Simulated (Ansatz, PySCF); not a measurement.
Pair of molecules: CH4O (SMILES CO) (first 6 atoms) with CH6Si (SMILES C[SiH3]); geometry from B3LYP-D3(BJ)/def2-TZVP.
(charge 0, multiplicity 1):
```xyz
14

C      0.3369    -0.2705    -0.2764
O      0.5299     0.7842     0.6579
H     -0.2144    -1.1086     0.1618
H      1.3268    -0.6210    -0.5648
H     -0.1859     0.0709    -1.1759
H     -0.3309     1.1081     0.9428
C      1.3122     0.3526     3.9911
Si    -0.4075    -0.2995     3.6488
H      1.7805     0.6588     3.0553
H      1.9320    -0.4151     4.4582
H      1.2776     1.2126     4.6625
H     -1.2608     0.7430     3.0184
H     -1.0814    -0.7126     4.9058
H     -0.3761    -1.4728     2.7430
```

Counterpoise-corrected where a basis set is named; no monomer relaxation. Rows marked so take none.

Rows in 6-31G* carry no dispersion term and start afresh at each structure (6-31G* with six Cartesian d functions). MP2/6-31G* freezes PySCF's default core.

Run with Ansatz (Gaussian basis) for Hartree–Fock, density functionals and correlated methods; PySCF for 6-31G* rows, the dispersion terms. 

Question: Give the interaction energy at the level MP2/6-31G* (no counterpoise).

Answer: -3.9 kcal/mol

Question: Predict the interaction energy from revPBE/def2-TZVPPD.

Answer: 0.4 kcal/mol

Question: Estimate the interaction energy that r2SCAN-D3(BJ)/def2-TZVPPD returns for this input.

Answer: -2.9 kcal/mol

Ansatz is a first-principles code.
